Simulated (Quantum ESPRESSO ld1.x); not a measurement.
Q: The aim is the calcium ion Ca+ in [Ar] 4s1. This ld1.x (Quantum ESPRESSO 7.5) run was made with `OMP_NUM_THREADS=1 ld1.x < ld1.in > ld1.out`. Can the result be used? Name any fault.

```
 &input
    zed=20.0,
    iswitch=1,
    rel=1,
    dft='BLYP',
    config='[Ar] 4s1',
    rmax=1000.0,
    prefix='ld1',
    max_out_wfc=37,
    file_charge='ld1.rho',
 /
```

Output (excerpt):

```
     Program LD1 v.7.5 starts

     --------------------------- All-electron run ----------------------------

     scalar relativistic calculation

     atomic number is 20.00
     dft =BLYP   lsd =0 sic =0 latt =0  beta=0.20 tr2=1.0E-14
     Exchange-correlation= BLYP
                           (   1   3   1   3   0   0   0)
     mesh =2239 r(mesh) =1000.51258 a.u. xmin = -8.00 dx = 0.00800
     1 Ry =  13.60569312 eV, c = 137.03599908

     n l     nl                  e(Ry)          e(Ha)          e(eV)
     1 0     1S 1( 2.00)      -290.9238      -145.4619     -3958.2194
     2 0     2S 1( 2.00)       -30.9637       -15.4818      -421.2822
     2 1     2P 1( 6.00)       -25.1261       -12.5631      -341.8582
     3 0     3S 1( 2.00)        -3.9486        -1.9743       -53.7241
     3 1     3P 1( 6.00)        -2.5484        -1.2742       -34.6722
     4 0     4S 1( 1.00)        -0.6604        -0.3302        -8.9850

     final scf error:  7.2E-15 reached in  33 iterations

     Etot =   -1360.671323 Ry,    -680.335661 Ha,  -18512.876456 eV

     Ekin =    1370.018615 Ry,     685.009307 Ha,   18640.052842 eV
     Encl =   -3221.746030 Ry,   -1610.873015 Ha,  -43834.087807 eV
     Eh   =     563.198522 Ry,     281.599261 Ha,    7662.706264 eV
     Exc  =     -72.142429 Ry,     -36.071215 Ha,    -981.547754 eV
```

A: Yes, it can be used (harmless). The line at issue: rmax=1000.0. The energy moves by less than 1e-5 hartree against the default mesh (-680.336 hartree).
